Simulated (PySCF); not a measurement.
# Computed properties of CH5BOS2, SMILES COB(S)S

CH5BOS2, SMILES COB(S)S. The structure is a stationary point at PBE0-D3(BJ)/def2-SVP. The structure was generated by enumeration, and PubChem lists no compound with its InChIKey, so it may never have been made. One conformer was computed; it need not be the lowest. All values are computed for the isolated molecule unless a solvent is named; none is compared with measurement here.

**Structure.** The optimised structure has Cs symmetry. All 24 harmonic modes at PBE0-D3(BJ)/def2-SVP (PySCF) are real, so it is a minimum. With heavy atoms numbered as in [B:1]([O:2][CH3:3])([SH:7])[SH:9], the shortest bond between them is B1–O2 at 1.350 Å and the longest B1–S9 at 1.825 Å.

**Vibrations.** The strongest infrared lines (harmonic, unscaled, degenerate partners summed) lie at 1379 cm⁻¹ (423 km/mol, B 37 %, O 30 %, H 20 %, C 13 %), 1031 cm⁻¹ (244 km/mol, B 76 %, H 13 %, S 9 %), 1495 cm⁻¹ (84 km/mol, H 69 %, B 13 %, O 13 %). The softest mode is at 74 cm⁻¹ and the zero-point energy is 42.0 kcal/mol.

**Electronic structure.** B3LYP/def2-TZVP (PySCF) places the frontier levels at -7.07 and -0.14 eV, a gap of 6.93 eV, and gives a dipole moment of 1.32 D and a mean polarisability of 68.4 bohr³. PBE/def2-TZVP (PySCF) at the same geometry gives -6.12 and -0.79 eV, so its gap is 1.60 eV narrower. An orbital gap is neither the optical nor the fundamental gap.

**Excitations.** TDDFT-CAM-B3LYP/def2-SVPD (PySCF) has S1 at 6.00 eV (207 nm, f = 0.000, dark); the most intense of the 10 singlets computed lies at 6.56 eV (f = 0.21). T1 (TDA) is at 5.64 eV. TDDFT-PBE/def2-SVPD (PySCF) puts S1 at 5.34 eV. No vertical singlet excitation falls in the visible range (under 3.1 eV).

**NMR.** GIAO shifts at PBE0/pcSseg-1 (PySCF) (non-relativistic, atoms alike by connectivity averaged): ¹³C at 57.2 ppm against TMS; ¹H from 2.5 to 4.0 ppm against TMS; ¹¹B at 32.6 ppm against BF3.
